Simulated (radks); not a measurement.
Results of a calculation; reference values are marked as such.
The nuclear charge of neutral iodine is varied continuously with 53 electrons held in [Kr] 4d10 5s2 5p5. Level of theory: scalar-relativistic Kohn-Sham, r2SCAN, spin-polarised, spherical densities, finite nucleus; open shells are filled with parallel spins first (spin-orbit coupling, left out, can overturn this in heavy ions); meta-GGA in the generalised Kohn-Sham scheme; Fermi nuclear charge, rms radius 4.75 fm (a radial shooting solver on a logarithmic mesh with Libxc functionals). By the Hellmann-Feynman theorem dE/dZ = E(electron-nucleus)/Z, the electronic potential at the nucleus (averaged over a nucleus of fixed radius). The scalar-relativistic energy here is not variational (the density holds large components alone), so the two differ by a part that grows with Z.

\begin{tabular}{lrrrrr}
Z & E (hartree) & E(electron-nucleus)/Z (hartree) & HOMO & e(HOMO) (eV) & <r> HOMO (bohr) \\ \hline
52.75 & -7035.85474 & -322.770 & 5p & -4.778 & 2.574 \\
53 & -7117.11998 & -324.902 & 5p & -6.931 & 2.477 \\
53.25 & -7198.92371 & -327.035 & 5p & -9.226 & 2.393 \\
53.5 & -7281.26599 & -329.168 & 5p & -11.651 & 2.318 \\
53.75 & -7364.14704 & -331.301 & 5p & -14.200 & 2.251 \\
54 & -7447.56711 & -333.435 & 5p & -16.867 & 2.190 \\
\end{tabular}

The central difference of E at Z = 53 is -326.138 hartree, to compare with the third column; the second derivative is -8.62 hartree.
